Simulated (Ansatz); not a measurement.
Pulling on the C1–Si2 bond in CH4Si (SMILES C=[SiH2]) (multiplicity 1 held, fragments rigid). Energies count from the point at 1.701 Å.
Geometry at that point (charge 0, multiplicity 1):
```xyz
6

C     -1.151    -0.055    -0.006
Si     0.548     0.026     0.003
H     -1.771     0.830    -0.068
H     -1.684    -0.995     0.049
H      1.400    -1.173     0.086
H      1.283     1.300    -0.072
```

Signs of static correlation in cc-pV(D+d)Z, from Ansatz (a first-principles code) runs.

```
R (Å)  T1 of restricted CCSD  ⟨S²⟩ of UHF  largest double amplitude of restricted CCSD
-----  ---------------------  -----------  -------------------------------------------
1.361                  0.011        0.000                                        0.082
1.531                  0.013        0.000                                        0.110
1.701                  0.015        0.274                                        0.144
1.871                  0.017        0.602                                        0.184
2.041                  0.019        0.797                                        0.228
2.296                  0.022        1.030                                            ?
2.551                  0.026        1.389                                            ?
2.977                  0.031        1.802                                        0.508
3.402                  0.037        1.948                                        0.629
3.912                  0.043        2.000                                        0.727
4.592                  0.047        2.015                                        0.785
5.443                  0.047        2.017                                        0.810
```

**Question.** Some entries are withheld; supply them.

**Answer.** 
- 2.296, largest double amplitude of restricted CCSD: 0.300
- 2.551, largest double amplitude of restricted CCSD: 0.376

Doubts at one or more of the structures used: a restricted determinant that unrestricted orbitals would lower (R-CCSD(T)/cc-pV(D+d)Z); other coupled-cluster roots lie near (R-CCSD(T)/cc-pV(D+d)Z); a spin-contaminated determinant (U-CCSD(T)/cc-pV(D+d)Z); T1 above 0.05 (U-CCSD(T)/cc-pV(D+d)Z); the program's own flag: large difference (U-CCSD(T)/cc-pV(D+d)Z).
